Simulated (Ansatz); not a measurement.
Ideal-gas functions of `BBB[SeH]` at 298.15 K and 1 bar, from an Ansatz frequency run at PBE0-D4/def2-TZVP.

Molar mass 116.44 g/mol, point group C1 (symmetry number 1), electronic degeneracy 1, moments of inertia 31.53, 274.672, 290.285 u Å². Harmonic wavenumbers (cm⁻¹, unscaled): 76, 156, 184, 352, 390, 476, 605, 627, 712, 761, 799, 858, 947, 976, 1102, 1163, 2430, 2552, 2567, 2624, 2635.

Use S(trans) = R[1.5 ln M + 2.5 ln T − 1.1517]; rotational temperatures θ = 24.2544 K / I; S(rot) = R[ln(√π/σ · √(T³/θAθBθC)) + 1.5]; for each mode x = 1.438777 ν̃/T, S = R[x/(eˣ − 1) − ln(1 − e⁻ˣ)] and H = RT x/(eˣ − 1); 1 cm⁻¹ = 0.0119627 kJ/mol; R = 8.31446 J/(mol·K).

Task: By hand: the entropy, in J/(mol·K).

Result: Translation 168.2. Rotation: θ = 0.7692, 0.0883, 0.0836 K, giving 109.8. Vibration, mode by mode: 16.70, 10.87, 9.57, 4.84, 4.18, 3.02, 1.85, 1.70, 1.22, 1.01, 0.87, 0.69, 0.48, 0.43, 0.26, 0.20, 0.00, 0.00, 0.00, 0.00, 0.00, in all 57.9. Electronic 0.0. Sum 335.9 J/(mol·K).

Task: By hand: H − E and G − E in kJ/mol, counted from the electronic energy.

Result: Zero-point energy ½ × 22992 × 0.0119627 = 137.5; thermal vibration 9.7; translation, rotation and pV give 4 RT = 9.9. H − E = 157.1 kJ/mol, and G − E = 157.1 − 298.15 × 335.9/1000 = 57.0 kJ/mol.

Vibration gives 17 % of the entropy, 16.7 J/(mol·K) of it from the mode under 150 cm⁻¹: soft modes count most, and the harmonic formula is weakest for them. The sum counts one conformer and one mirror image; others add a mixing term.
